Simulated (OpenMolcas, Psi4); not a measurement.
# A ladder of methods for GaBH3ClO (SMILES O[B](Cl)[GaH2])

GaBH3ClO: 7 atoms, total charge 0, spin state singlet. SMILES: `O[B](Cl)[GaH2]`. The shape is that of a PBE0-D4/def2-TZVP optimisation. This is one conformer, not always the lowest.

Quantity: the electronic atomisation energy, in eV. The values are calculated. Electronic energies at fixed atoms, without zero-point motion or spin-orbit coupling.

```csv
level,kind,program,value (eV),less CCSD(T)/6-31G*,CPU time (all runs)
HF/6-31G* (spherical functions),Hartree–Fock,OpenMolcas,16.63,-4.12,18 s
BLYP/6-31G* (spherical functions),GGA,OpenMolcas,22.34,+1.59,46 s
TPSS/6-31G* (spherical functions),meta-GGA,OpenMolcas,22.85,+2.10,51 s
BHLYP/6-31G* (spherical functions),global hybrid,OpenMolcas,21.79,+1.04,39 s
M06-2X/6-31G* (spherical functions),hybrid meta-GGA,OpenMolcas,22.75,+2.00,49 s
B3LYP/6-31G* (Cartesian functions),global hybrid,OpenMolcas,22.41,+1.66,44 s
CCSD(T)/6-31G* (spherical functions),coupled cluster or CI,OpenMolcas,20.75,0.00,78 s
CCSD/6-31G* (spherical functions),coupled cluster or CI,Psi4,20.51,-0.24,43 s
```

Differences are taken from CCSD(T)/6-31G* (spherical functions) for orientation; it has basis-set and higher-order errors of its own. All-electron rows without a relativistic Hamiltonian named are non-relativistic. The values span 16.63 to 22.85 eV. In the correlated wave-function rows the outer d shell of Ga is correlated, in sets not made for it. CPU times are rough (shared hosts, several kinds of processor and program).
